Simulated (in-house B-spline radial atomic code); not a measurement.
## Ru39+: [He] 2s2 2p1

Computed with a radial B-spline atomic code at the basis-set limit: non-relativistic M06-2X, spin-polarised, spherical fractional occupations, exact exchange averaged over the configuration, point nucleus.

Z_r = [3n² - l(l+1)]/(2<r>); Z_e = n√(-2ε); the last column is Slater's effective charge. Values are occupation-weighted means over spin.

```tsv
shell	electrons	ε (eV)	<r> (bohr)	Z_r	Z_e	Slater
1s	2	-24717	0.03447	43.52	42.62	43.70
2s	2	-5740.8	0.1422	42.19	41.08	41.60
2p	1	-5652.6	0.12	41.67	40.77	41.60
```

The least bound orbital is 2p up at -5653 eV, while the most diffuse is 2s down (<r> = 0.1423 bohr against 0.12 bohr): energy order and size order differ.

The density falls to 0.001 bohr⁻³ at 0.484 bohr; Σ<r²> = 0.067721 bohr² gives, by the non-relativistic formula and without the paramagnetism of open shells, a Langevin diamagnetic susceptibility of -0.05363×10⁻⁶ cm³/mol.
